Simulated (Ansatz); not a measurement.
Reactions of `[CH3][Ge]([CH3])([CH3])[Br]`.

Isolated molecules relaxed with PBE0-D4/def2-TZVP in Ansatz; ΔE leaves out vibrations. CBS: MP2 limit from def2 TZ/QZ plus the TZ coupled-cluster correction, frozen cores. Elements past krypton have def2 core potentials. For Br, Ge, Sn outer-core shells are correlated without core-valence functions, which leaves a few kJ/mol of doubt a bond. Scalar relativity is left out up to krypton. One conformer a species, not always the lowest.

(1) Order these by ΔE at CCSD(T)/CBS, lowest first. (Estimate.)
A. `[CH3][Ge]([CH3])([CH3])[Br]` + `C[O][SnH2][NH2]` → `C[NH][SnH2][O]C` + `[CH3][GeH]([CH3])[Br]`
B. `[CH3][Ge]([CH3])([CH3])[Br]` + `O[SiH](O)O` → `CO[SiH](O)O` + `[CH3][GeH]([CH3])[Br]`
C. `[CH3][Ge]([CH3])([CH3])[Br]` + `CO[Si](F)(F)S` → `CO[Si](F)(F)SC` + `[CH3][GeH]([CH3])[Br]`

Largest T1 diagnostic: 0.013, for `C[O][SnH2][NH2]`.

Results:

(1) C (+52.3 kJ/mol), A (+84.6 kJ/mol), B (+99.1 kJ/mol).
